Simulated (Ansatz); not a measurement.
Basis-set extrapolation for CH7ClOSi2 (`[SiH3]CO[SiH2]Cl`) (PBE0-D4/def2-TZVP geometry, frozen core, Ansatz). Multiplicity 1, RHF reference.

|  | def2-TZVPP | def2-QZVPP |
| --- | --- | --- |
| HF | -1154.339883 | -1154.376828 |
| MP2 correlation | -0.845308 | -0.914173 |
| CCSD(T) correlation | -0.942966 | not run |

Energies in hartree. Use E(X) = E(∞) + A·exp(−7.88·√X) for Hartree–Fock and E(X) = E(∞) + B·X^(−2.97) for correlation, with X = 3 and 4, and add CCSD(T) minus MP2 of the smaller set to the MP2 limit.

Problem. What is the CCSD(T) energy at the basis-set limit?

Solution. HF limit: -1154.376828 + (-0.036945) × 0.13774 = -1154.38192. MP2 limit: -0.914173 + (-0.068865) × 0.74074 = -0.96518. Higher-order term: -0.942966 − (-0.845308) = -0.09766. Total: -1155.44476 hartree, 101.6 kcal/mol below CCSD(T)/def2-TZVPP.
